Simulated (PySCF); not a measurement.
Gas-phase XPS of diboron dioxide, computed

Compound: diboron dioxide, B₂O₂.
Cartesian coordinates in Å at the PBE0-D3(BJ)/def2-SVP level; atoms count from 1:
```xyz
4
B2O2 angstrom
O     -2.001   -0.035   -0.504
B     -0.813   -0.012   -0.341
B      0.823    0.017   -0.117
O      2.011    0.038    0.045
```

Method: delta-SCF UKS SCAN, pcX-2 on the ionised atom, pcseg-1 elsewhere, spin-free X2C in PySCF 2.14.0. Binding energies are ΔSCF values: E(core-ionised, relaxed orbitals) − E(ground state) at a fixed geometry, referred to the vacuum level.

Q: What binding energy does each computed site have?

A: 
```csv
atom(s),environment,level,binding energy (eV),count
O1/O4,oxygen bonded to B,O 1s,539.40,2
B2/B3,boron bonded to B and O,B 1s,199.04,2
```

Q: Which photon wavelength matches the B 1s of B2/B3 threshold?

A: λ = hc/E = 12398.42 eV Å / 199.04 eV = 62.291 Å.

Atoms equivalent by their bonding share one computed value, that of the first of them. Geometry: PBE0-D3(BJ)/def2-SVP; no solvent, vibrations or thermal averaging.
